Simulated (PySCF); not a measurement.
**Shifts of the heteroatoms**

Bonds (- single, = double, # triple, : aromatic): F1-C2 1.326 Å, C2-F3 1.316 Å, C2-F4 1.326 Å, C2-O5 1.359 Å, O5-C6 1.359 Å, C6-F7 1.326 Å, C6-F8 1.326 Å, C6-F9 1.316 Å.

PySCF 2.14.0 with density-fitted response routines calculation with σ from GIAO-PBE0/pcSseg-1 and GFN2-xTB geometry; one computed conformer, equivalent nuclei averaged, relativity neglected, no solvent.

**Question.** Predict the ¹⁹F NMR data.

**Answer.** 
```json
{"atoms": "F1/F3/F4/F7/F8/F9", "environment": "fluorine of an OCF3 group", "σ (ppm)": "243.0", "δ (ppm)": "-58.6"}
```

Shieldings were converted by a linear fit to measured shifts: ¹⁹F: δ = 146.13 − 0.903σ +14.6 on sp3 carbon (rms 6.0 ppm, 223 shifts, 7.0 ppm with the 5 outliers that the fit left out vs CFCl3, solution or neat liquid). Occasional misses reach two or three times the rms, and more in compound classes unlike the fitted ones.

On a 500 MHz spectrometer ¹⁹F resonates near 470.5 MHz, so 1 ppm is 470.5 Hz.

**Question.** Where does ¹⁷O resonate?

**Answer.** 
```csv
atoms,environment,σ (ppm),δ (ppm)
O5,ether oxygen,155.9,124.7
```

Shieldings were converted by a linear fit to measured shifts: ¹⁷O: δ = 266.70 − 0.911σ (rms 10.7 ppm, 155 shifts, 12.2 ppm with the 3 outliers that the fit left out vs liquid water, solution or neat liquid). A few per cent of atoms miss by over 2 rms, more outside the fitted compound classes.

On a 400 MHz spectrometer ¹⁷O resonates near 54.2 MHz, so 1 ppm is 54.2 Hz.
